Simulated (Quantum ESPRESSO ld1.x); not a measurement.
The cadmium ion Cd47+, configuration 1s1. Calculated with ld1.x of Quantum ESPRESSO 7.5: Dirac Kohn-Sham, LDA (Slater exchange, VWN5 correlation), spin-unpolarised, spherical densities, point nucleus.

Normalised radial functions P(r) = r R(r) (large component), r in bohr:

r	2s1/2	2p1/2
0.001676	0.4431	0.0243
0.002031	0.5209	0.0316
0.002461	0.6098	0.0415
0.002958	0.7061	0.0542
0.003584	0.8180	0.0721
0.004343	0.9407	0.0964
0.00522	1.0663	0.1277
0.006325	1.2020	0.1717
0.007664	1.3358	0.2312
0.009212	1.4532	0.3072
0.01116	1.5508	0.4119
0.01353	1.6047	0.5495
0.01626	1.5938	0.7188
0.0197	1.4913	0.9412
0.02387	1.2681	1.2144
0.02869	0.9188	1.5234
0.03476	0.4011	1.8862
0.04212	-0.2628	2.2683
0.05063	-0.9964	2.6172
0.06135	-1.7828	2.9107
0.07433	-2.4717	3.0684
0.09007	-2.9268	3.0303
0.1083	-3.0402	2.7802
0.1312	-2.7854	2.3136
0.1589	-2.2199	1.7147
0.1911	-1.5410	1.1281
0.2315	-0.8808	0.6173
0.2805	-0.4061	0.2752
0.3372	-0.1521	0.1005
0.4085	-0.0405	0.0262

2s1/2 (empty): eigenvalue -7929.6 eV, 1 radial node at r = 0.0392 bohr, <r> = 0.120 bohr, 90 % of the charge inside 0.185 bohr. 2p1/2 (empty): eigenvalue -7899.3 eV, 0 radial nodes, <r> = 0.0996 bohr, 90 % of the charge inside 0.161 bohr.
